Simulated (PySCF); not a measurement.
## Calculated data, CH₂AlClSi, B₄H₅, B₂H₂N, AlB₂H₃N and others

All values are calculated (PySCF 2.14.0). Calculation on a computer-drawn molecule: the log of a Hartree-Fock and frozen-core CCSD(T) single point meant for a local Hartree-Fock minimum, with one planted fault or none, to be diagnosed. Offsets are logged minus clean, where the clean run is the same molecule without the fault. The reference is restricted for singlets and unrestricted otherwise, and also for a bond in bohr or an excited solution. Adding or removing an electron swaps singlet and doublet. The excited solution moves the top pair (singlet) or top alpha electron (doublet) to the lowest empty orbital. Highest occupied and lowest empty are orbital energies over both spins, largest force is the largest gradient component, triples share is (T) over the correlation energy, the T1 limit is 0.02 restricted and 0.045 unrestricted, electrons count all cores, a negative frequency is imaginary (commonest isotopes), and the dipole is about the centre of nuclear charge.

Common to all runs: meant multiplicity 1; logged SCF converged yes; possible faults no fault, one electron removed, one electron added, multiplicity raised by two, geometry at a saddle point, SCF held on an excited solution, minimal basis STO-3G, one bond length entered in bohr, all coordinates scaled.

(1) 
```xyz
6
formula=CH2AlClSi meant_charge=0 meant_basis=cc-pV(D+d)Z logged_electrons=52 logged_basis_functions=93 logged_spin_squared=2.0245 logged_highest_occupied=-5.9413 logged_lowest_empty=0.41406 logged_largest_force=0.0099907 logged_T1_diagnostic=0.019611 logged_D1_diagnostic=0.067912 logged_triples_share=0.036592 logged_CC_converged=yes logged_dipole_magnitude=1.688 logged_SCF_stable_within_its_kind=yes logged_energy_HF=-1029.32369 logged_energy_CCSD(T)=-1029.76826 planted_fault=multiplicity_raised_by_two HF_energy_offset_from_clean_run=34.02 CCSD(T)_energy_offset_from_clean_run=50.67
Al    -2.5782    -1.7411    -3.3746
C     -1.2978    -0.3627    -2.7896
Si     0.3594    -0.5367    -2.5165
Cl     1.3435    -2.3200    -2.7703
H     -1.6551     0.6555    -2.6057
H      1.3487     0.4558    -2.0820
```

Units: logged_highest_occupied, logged_lowest_empty in eV; logged_largest_force in hartree/bohr; logged_dipole_magnitude in debye; logged_energy_HF, logged_energy_CCSD(T) in hartree; HF_energy_offset_from_clean_run, CCSD(T)_energy_offset_from_clean_run in kcal/mol.

Drawn bonds:
```csv
atom,other atom,order
1,2,1
2,3,2
3,4,1
2,5,1
3,6,1
```

(2) 
```xyz
6
formula=CH2AlClSi meant_charge=0 meant_basis=cc-pV(D+d)Z logged_electrons=52 logged_basis_functions=93 logged_spin_squared=1.323 logged_highest_occupied=-7.8445 logged_lowest_empty=-0.933 logged_largest_force=0.027959 logged_T1_diagnostic=0.052875 logged_D1_diagnostic=0.18717 logged_triples_share=0.032935 logged_CC_converged=yes logged_dipole_magnitude=1.5292 logged_SCF_stable_within_its_kind=yes logged_energy_HF=-1029.25483 logged_energy_CCSD(T)=-1029.69512 planted_fault=one_bond_length_entered_in_bohr,row_3_of_the_drawn_bonds HF_energy_offset_from_clean_run=77.23 CCSD(T)_energy_offset_from_clean_run=96.57
Al    -2.5782    -1.7411    -3.3746
C     -1.2978    -0.3627    -2.7896
Si     0.3594    -0.5367    -2.5165
Cl     2.2191    -3.9067    -2.9961
H     -1.6551     0.6555    -2.6057
H      1.3487     0.4558    -2.0820
```

Units: logged_highest_occupied, logged_lowest_empty in eV; logged_largest_force in hartree/bohr; logged_dipole_magnitude in debye; logged_energy_HF, logged_energy_CCSD(T) in hartree; HF_energy_offset_from_clean_run, CCSD(T)_energy_offset_from_clean_run in kcal/mol.

Drawn bonds:
```csv
atom,other atom,order
1,2,1
2,3,2
3,4,1
2,5,1
3,6,1
```

Notes: T1 above single-reference limit.

(3) 
```xyz
6
formula=CH2AlClSi meant_charge=0 meant_basis=cc-pV(D+d)Z logged_electrons=52 logged_basis_functions=93 logged_spin_squared=0 logged_highest_occupied=-4.2812 logged_lowest_empty=-2.5946 logged_largest_force=0.016239 logged_CC_converged=no logged_dipole_magnitude=1.422 logged_SCF_stable_within_its_kind=no logged_energy_HF=-1029.10745 planted_fault=SCF_held_on_an_excited_solution HF_energy_offset_from_clean_run=169.7
Al    -2.5782    -1.7411    -3.3746
C     -1.2978    -0.3627    -2.7896
Si     0.3594    -0.5367    -2.5165
Cl     1.3435    -2.3200    -2.7703
H     -1.6551     0.6555    -2.6057
H      1.3487     0.4558    -2.0820
```

Units: logged_highest_occupied, logged_lowest_empty in eV; logged_largest_force in hartree/bohr; logged_dipole_magnitude in debye; logged_energy_HF in hartree; HF_energy_offset_from_clean_run in kcal/mol.

Drawn bonds:
```csv
atom,other atom,order
1,2,1
2,3,2
3,4,1
2,5,1
3,6,1
```

Notes: CCSD not converged.

(4) 
```xyz
6
formula=CH2AlClSi meant_charge=0 meant_basis=cc-pV(D+d)Z logged_electrons=52 logged_basis_functions=34 logged_spin_squared=0 logged_highest_occupied=-4.2843 logged_lowest_empty=7.2027 logged_largest_force=0.046045 logged_T1_diagnostic=0.0089656 logged_D1_diagnostic=0.024933 logged_triples_share=0.014047 logged_CC_converged=yes logged_dipole_magnitude=3.1735 logged_SCF_stable_within_its_kind=yes logged_energy_HF=-1017.686 logged_energy_CCSD(T)=-1017.8705 planted_fault=minimal_basis_STO-3G HF_energy_offset_from_clean_run=7337 CCSD(T)_energy_offset_from_clean_run=7517
Al    -2.5782    -1.7411    -3.3746
C     -1.2978    -0.3627    -2.7896
Si     0.3594    -0.5367    -2.5165
Cl     1.3435    -2.3200    -2.7703
H     -1.6551     0.6555    -2.6057
H      1.3487     0.4558    -2.0820
```

Units: logged_highest_occupied, logged_lowest_empty in eV; logged_largest_force in hartree/bohr; logged_dipole_magnitude in debye; logged_energy_HF, logged_energy_CCSD(T) in hartree; HF_energy_offset_from_clean_run, CCSD(T)_energy_offset_from_clean_run in kcal/mol.

Drawn bonds:
```csv
atom,other atom,order
1,2,1
2,3,2
3,4,1
2,5,1
3,6,1
```

(5) 
```xyz
9
formula=B4H5 meant_charge=1 meant_basis=cc-pVDZ logged_electrons=24 logged_basis_functions=81 logged_spin_squared=0 logged_highest_occupied=-16.351 logged_lowest_empty=-6.1417 logged_largest_force=0.018339 logged_T1_diagnostic=0.022115 logged_D1_diagnostic=0.06552 logged_triples_share=0.030003 logged_CC_converged=yes logged_dipole_magnitude=5.163 logged_SCF_stable_within_its_kind=yes logged_energy_HF=-101.24434 logged_energy_CCSD(T)=-101.59968 planted_fault=all_coordinates_scaled,by_+3.2_% HF_energy_offset_from_clean_run=3.776 CCSD(T)_energy_offset_from_clean_run=2.824
B     -0.7217     0.2821    -1.0489
B      0.9286     0.6188    -0.7516
B      2.0870    -0.6847    -0.5967
B      1.4836     2.2721    -0.5977
H     -1.8952     0.0428    -1.2603
H      2.6732    -1.0858    -1.6033
H      2.3049    -1.1604     0.5187
H      1.4985     2.7959     0.5174
H      1.8651     2.8703    -1.6049
```

Units: logged_highest_occupied, logged_lowest_empty in eV; logged_largest_force in hartree/bohr; logged_dipole_magnitude in debye; logged_energy_HF, logged_energy_CCSD(T) in hartree; HF_energy_offset_from_clean_run, CCSD(T)_energy_offset_from_clean_run in kcal/mol.

Drawn bonds:
```csv
atom,other atom,order
1,2,1
2,3,1
2,4,1
1,5,1
3,6,1
3,7,1
4,8,1
4,9,1
```

Notes: T1 above single-reference limit.

(6) 
```xyz
5
formula=B2H2N meant_charge=1 meant_basis=cc-pVDZ logged_electrons=18 logged_basis_functions=52 logged_spin_squared=2.0189 logged_highest_occupied=-14.745 logged_lowest_empty=-7.5424 logged_largest_force=0.1818 logged_T1_diagnostic=0.015839 logged_D1_diagnostic=0.051322 logged_triples_share=0.026223 logged_CC_converged=yes logged_dipole_magnitude=1.0303 logged_SCF_stable_within_its_kind=yes logged_energy_HF=-104.57226 logged_energy_CCSD(T)=-104.84777 planted_fault=multiplicity_raised_by_two HF_energy_offset_from_clean_run=40.08 CCSD(T)_energy_offset_from_clean_run=76.68
B      0.0340    -3.5611     0.8396
B      0.5417    -2.1104     1.4410
N      0.9144    -1.0454     1.8825
H     -0.3276    -4.5947     0.4118
H      1.2206    -0.1706     2.2450
```

Units: logged_highest_occupied, logged_lowest_empty in eV; logged_largest_force in hartree/bohr; logged_dipole_magnitude in debye; logged_energy_HF, logged_energy_CCSD(T) in hartree; HF_energy_offset_from_clean_run, CCSD(T)_energy_offset_from_clean_run in kcal/mol.

Drawn bonds:
```csv
atom,other atom,order
1,2,1
2,3,2
1,4,1
3,5,1
```

(7) 
```xyz
7
formula=AlB2H3N meant_charge=1 meant_basis=cc-pV(D+d)Z logged_electrons=31 logged_basis_functions=80 logged_spin_squared=0.842 logged_highest_occupied=-21.501 logged_lowest_empty=-13.052 logged_largest_force=0.075529 logged_T1_diagnostic=0.032436 logged_D1_diagnostic=0.10152 logged_triples_share=0.041488 logged_CC_converged=yes logged_dipole_magnitude=3.4197 logged_SCF_stable_within_its_kind=yes logged_energy_HF=-346.66322 logged_energy_CCSD(T)=-347.03852 planted_fault=one_electron_removed HF_energy_offset_from_clean_run=325.6 CCSD(T)_energy_offset_from_clean_run=345.9
B     -1.7935     2.3811    -0.1712
B     -1.7063     0.8736     0.4763
N     -1.6409    -0.2539     0.9609
Al    -1.5416    -1.9643     1.6959
H     -1.8559     3.4596    -0.6346
H     -1.4508    -1.9785     3.2507
H     -1.5653    -3.1075     0.6384
```

Units: logged_highest_occupied, logged_lowest_empty in eV; logged_largest_force in hartree/bohr; logged_dipole_magnitude in debye; logged_energy_HF, logged_energy_CCSD(T) in hartree; HF_energy_offset_from_clean_run, CCSD(T)_energy_offset_from_clean_run in kcal/mol.

Drawn bonds:
```csv
atom,other atom,order
1,2,1
2,3,2
3,4,1
1,5,1
4,6,1
4,7,1
```

(8) 
```xyz
7
formula=CH3BClSi meant_charge=1 meant_basis=cc-pV(D+d)Z logged_electrons=44 logged_basis_functions=89 logged_spin_squared=0 logged_highest_occupied=-15.265 logged_lowest_empty=-4.6672 logged_largest_force=0.034214 logged_T1_diagnostic=0.016013 logged_D1_diagnostic=0.043399 logged_triples_share=0.036571 logged_CC_converged=yes logged_dipole_magnitude=6.7718 logged_SCF_stable_within_its_kind=yes logged_energy_HF=-812.46337 logged_energy_CCSD(T)=-812.94182 planted_fault=all_coordinates_scaled,by_+5.1_% HF_energy_offset_from_clean_run=11.45 CCSD(T)_energy_offset_from_clean_run=6.67
B     -0.7194     0.1186    -1.8471
C     -0.1431    -0.8211    -0.8535
Si     0.8168    -2.3043    -1.3249
Cl     1.6077    -3.5961     0.0933
H     -1.1895     0.8865    -2.6885
H     -0.3120    -0.5999     0.2583
H      1.0936    -2.6814    -2.7829
```

Units: logged_highest_occupied, logged_lowest_empty in eV; logged_largest_force in hartree/bohr; logged_dipole_magnitude in debye; logged_energy_HF, logged_energy_CCSD(T) in hartree; HF_energy_offset_from_clean_run, CCSD(T)_energy_offset_from_clean_run in kcal/mol.

Drawn bonds:
```csv
atom,other atom,order
1,2,1
2,3,2
3,4,1
1,5,1
2,6,1
3,7,1
```

(9) 
```xyz
7
formula=CH3BClSi meant_charge=1 meant_basis=cc-pV(D+d)Z logged_electrons=44 logged_basis_functions=89 logged_spin_squared=1.0331 logged_highest_occupied=-14.314 logged_lowest_empty=-5.035 logged_largest_force=0.027673 logged_T1_diagnostic=0.079072 logged_D1_diagnostic=0.32514 logged_triples_share=0.041529 logged_CC_converged=yes logged_dipole_magnitude=6.3581 logged_SCF_stable_within_its_kind=yes logged_energy_HF=-812.26487 logged_energy_CCSD(T)=-812.72954 planted_fault=one_bond_length_entered_in_bohr,row_1_of_the_drawn_bonds HF_energy_offset_from_clean_run=136 CCSD(T)_energy_offset_from_clean_run=139.9
B     -0.6845     0.1128    -1.7574
C      0.3517    -1.5767     0.0290
Si     1.2650    -2.9880    -0.4195
Cl     2.0175    -4.2170     0.9299
H     -1.1318     0.8435    -2.5580
H      0.1910    -1.3663     1.0869
H      1.5284    -3.3468    -1.8068
```

Units: logged_highest_occupied, logged_lowest_empty in eV; logged_largest_force in hartree/bohr; logged_dipole_magnitude in debye; logged_energy_HF, logged_energy_CCSD(T) in hartree; HF_energy_offset_from_clean_run, CCSD(T)_energy_offset_from_clean_run in kcal/mol.

Drawn bonds:
```csv
atom,other atom,order
1,2,1
2,3,2
3,4,1
1,5,1
2,6,1
3,7,1
```

Notes: T1 above single-reference limit.

(10) 
```xyz
9
formula=CH6BSi meant_charge=1 meant_basis=cc-pV(D+d)Z logged_electrons=30 logged_basis_functions=81 logged_spin_squared=2.018 logged_highest_occupied=-12.817 logged_lowest_empty=-8.5787 logged_largest_force=0.076479 logged_T1_diagnostic=0.017759 logged_D1_diagnostic=0.076332 logged_triples_share=0.024318 logged_CC_converged=yes logged_dipole_magnitude=1.2007 logged_SCF_stable_within_its_kind=yes logged_energy_HF=-354.50309 logged_energy_CCSD(T)=-354.83991 planted_fault=multiplicity_raised_by_two HF_energy_offset_from_clean_run=113.8 CCSD(T)_energy_offset_from_clean_run=128.5
B     -1.0191    -0.8631     0.4410
C     -0.0517    -1.1458    -0.6043
Si     1.0173    -2.7999    -0.3186
H     -1.7894    -0.6670     1.3057
H     -0.5747    -1.2669    -1.5642
H      0.6633    -0.3131    -0.6749
H      1.7329    -2.6102     0.9507
H      1.8950    -2.8390    -1.4919
H      0.0516    -3.9059    -0.2628
```

Units: logged_highest_occupied, logged_lowest_empty in eV; logged_largest_force in hartree/bohr; logged_dipole_magnitude in debye; logged_energy_HF, logged_energy_CCSD(T) in hartree; HF_energy_offset_from_clean_run, CCSD(T)_energy_offset_from_clean_run in kcal/mol.

Drawn bonds:
```csv
atom,other atom,order
1,2,1
2,3,1
1,4,1
2,5,1
2,6,1
3,7,1
3,8,1
3,9,1
```
